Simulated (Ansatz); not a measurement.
Ideal-gas functions of `C[O][Cd][OH]` at 298.15 K and 1 bar, from an Ansatz frequency run at PBE0-D4/def2-TZVP.

Molar mass 160.45 g/mol, point group C1 (symmetry number 1), electronic degeneracy 1, moments of inertia 13.209, 247.721, 256.255 u Å². Harmonic wavenumbers (cm⁻¹, unscaled): 85, 105, 112, 158, 231, 505, 622, 812, 1121, 1169, 1189, 1476, 1489, 1494, 2968, 3014, 3052, 3888.

Use S(trans) = R[1.5 ln M + 2.5 ln T − 1.1517]; rotational temperatures θ = 24.2544 K / I; S(rot) = R[ln(√π/σ · √(T³/θAθBθC)) + 1.5]; for each mode x = 1.438777 ν̃/T, S = R[x/(eˣ − 1) − ln(1 − e⁻ˣ)] and H = RT x/(eˣ − 1); 1 cm⁻¹ = 0.0119627 kJ/mol; R = 8.31446 J/(mol·K).

Q: By hand: the entropy, in J/(mol·K).

A: Translation 172.2. Rotation: θ = 1.8362, 0.0979, 0.0946 K, giving 105.2. Vibration, mode by mode: 15.78, 14.06, 13.53, 10.77, 7.83, 2.70, 1.73, 0.83, 0.24, 0.20, 0.18, 0.05, 0.05, 0.05, 0.00, 0.00, 0.00, 0.00, in all 68.0. Electronic 0.0. Sum 345.4 J/(mol·K).

Q: By hand: H − E and G − E in kJ/mol, counted from the electronic energy.

A: Zero-point energy ½ × 23490 × 0.0119627 = 140.5; thermal vibration 10.1; translation, rotation and pV give 4 RT = 9.9. H − E = 160.5 kJ/mol, and G − E = 160.5 − 298.15 × 345.4/1000 = 57.5 kJ/mol.

Vibration gives 20 % of the entropy, 43.4 J/(mol·K) of it from the modes under 150 cm⁻¹: soft modes count most, and the harmonic formula is weakest for them. The sum counts one conformer and one mirror image; others add a mixing term.
